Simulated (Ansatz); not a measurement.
A run for Ansatz (a first-principles code): R-CCSD(T)/cc-pVQZ on BH4N (SMILES BN).

Ansatz 0.2 input:
```yaml
crystal:
  periodic: [false, false, false]
  atoms:
    - {symbol: B, position_ang: [-0.69899468, 0.00000000, -0.00000000]}
    - {symbol: N, position_ang: [0.75092827, 0.00000000, 0.00000000]}
    - {symbol: H, position_ang: [-1.32906837, 1.02630662, -0.00000000]}
    - {symbol: H, position_ang: [-1.32906837, -1.02630662, 0.00000000]}
    - {symbol: H, position_ang: [1.30300157, -0.00000000, 0.83941221]}
    - {symbol: H, position_ang: [1.30300157, -0.00000000, -0.83941221]}
basis:
  gaussian:
    orbitals: cc-pVQZ
magnetization: {spin_polarized: false}
correlation: {method: ccsd_t, electrons: outside_noble_gas}
scf: {lower_state_search: off}
```

Program output:

```
WARN ansatz: RAYON_NUM_THREADS=4 ignored (pool sized by the plan → 4); use --threads N
Functional definition: HF
these checks for a lower state are left out or cut short: stability, starts, cluster_reference, orbital_swaps, neighbouring_geometries, increment
integrals: 1.25 GiB planned
1336 factors; integrals over basis functions are off by at most 8.6e-4 eV
mean field: 0.61 GiB planned
mean field evaluation 1: about -2214.8256 eV, gradient 3.4e1 eV
mean field evaluation 2: about -2214.8255 eV, gradient 3.4e1 eV
mean field evaluation 4: about -2217.1961 eV, gradient 2.4e0 eV
mean field evaluation 8: about -2217.2185 eV, gradient 5.7e-4 eV
mean field -2217.21845319 eV, -81.4812752702 hartree, gradient 7.9e-7 eV, S^2 0.000000; 0 other end points of the search recorded, 0 dependent functions left out
2 core orbitals not correlated
reference -2217.21845319 eV, -81.4812752702 hartree; 6, 6 occupied and 222, 222 virtual orbitals, 1336 factors
second order -9.35772130 eV of doubles, -0.00000000 eV of singles
coupled cluster: 2.48 GiB planned
cycle   1  -9.63677626 eV  change   -2.8e-1 eV  update   5.4e-2
cycle   2  -9.86659026 eV  change   -2.3e-1 eV  update   1.6e-2
cycle   3  -9.89502560 eV  change   -2.8e-2 eV  update   5.8e-3
cycle   4  -9.89205173 eV  change    3.0e-3 eV  update   1.3e-3
cycle   5  -9.89224205 eV  change   -1.9e-4 eV  update   4.8e-4
cycle   6  -9.89220222 eV  change    4.0e-5 eV  update   1.4e-4
cycle   7  -9.89214050 eV  change    6.2e-5 eV  update   4.0e-5
cycle   8  -9.89214244 eV  change   -1.9e-6 eV  update   1.3e-5
perturbative correction -0.33536346 eV, -0.0123243797 hartree
Total energy: -2227.44595908 eV, -81.8571291792 hartree
Checks for a lower state left out: stability, starts, cluster_reference, orbital_swaps, neighbouring_geometries, increment
```

The calculation finished and met its thresholds.

Cost: about 18 core-seconds (a rough figure).
